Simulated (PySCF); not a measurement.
Compound: C₆H₅NS₂.
Cartesian coordinates in Å at the GFN2-xTB level; atoms count from 1:
```xyz
14
C6H5NS2 angstrom
S      2.6667   -1.4051   -0.1103
C      1.5344   -0.0495   -0.0101
C      1.9283    1.2505    0.0698
S      0.6121    2.3822    0.1120
C     -0.5239    1.0803    0.0252
C     -1.9106    0.8439   -0.0147
C     -2.0560   -0.5156   -0.1074
N     -0.8303   -1.1207   -0.1213
C      0.1236   -0.1538   -0.0451
H      1.8406   -2.2966    0.4406
H      2.9339    1.6182    0.1009
H     -2.6938    1.5729    0.0185
H     -2.9545   -1.0977   -0.1645
H     -0.6712   -2.1094   -0.2157
```

PySCF, density fitting, gas phase, GFN2-xTB geometry. The standard run uses grid level 2 after a coarse-grid start, the def2-universal JK fitting basis (with tight functions added where the orbital basis needs them), an energy threshold of 1e-9 Eh and DIIS. The changed runs have no coarse-grid stage.

Q: Standard OPBE/def2-SVPD: E = -1082.183185 Eh, HOMO -4.948 eV, LUMO -1.163 eV, dipole 2.662 D, 16 cycles (coarse-grid cycles included). What changes at OPBE/def2-SVPD with: fitting basis def2-qzvpp-jkfit?

A: E = -1082.183194 Eh (-0.009 mEh), HOMO -4.948 eV (0.000), LUMO -1.163 eV (0.000), dipole 2.663 D (+0.001), 12 SCF cycles. The result matches the standard run within 0.02 mEh and 0.003 eV.

The cycles:
```
cycle   1  E = -1082.1144960637  dE =  1.608e+00  |g| = 4.805e-01  |ddm| = 1.169e+01
cycle   2  E = -1081.9696050801  dE =  1.449e-01  |g| = 8.605e-01  |ddm| = 3.624e+00
cycle   3  E = -1082.1746235038  dE = -2.050e-01  |g| = 1.788e-01  |ddm| = 2.564e+00
cycle   4  E = -1082.1822746927  dE = -7.651e-03  |g| = 5.717e-02  |ddm| = 4.650e-01
cycle   5  E = -1082.1830219311  dE = -7.472e-04  |g| = 2.262e-02  |ddm| = 1.839e-01
cycle   6  E = -1082.1831650049  dE = -1.431e-04  |g| = 9.795e-03  |ddm| = 8.138e-02
cycle   7  E = -1082.1831899725  dE = -2.497e-05  |g| = 3.722e-03  |ddm| = 3.972e-02
cycle   8  E = -1082.1831937216  dE = -3.749e-06  |g| = 6.887e-04  |ddm| = 1.283e-02
cycle   9  E = -1082.1831938333  dE = -1.117e-07  |g| = 2.506e-04  |ddm| = 2.142e-03
cycle  10  E = -1082.1831938458  dE = -1.247e-08  |g| = 1.337e-04  |ddm| = 1.149e-03
cycle  11  E = -1082.1831938508  dE = -5.066e-09  |g| = 4.675e-05  |ddm| = 4.728e-04
cycle  12  E = -1082.1831938513  dE = -4.893e-10  |g| = 2.091e-05  |ddm| = 1.288e-04
```
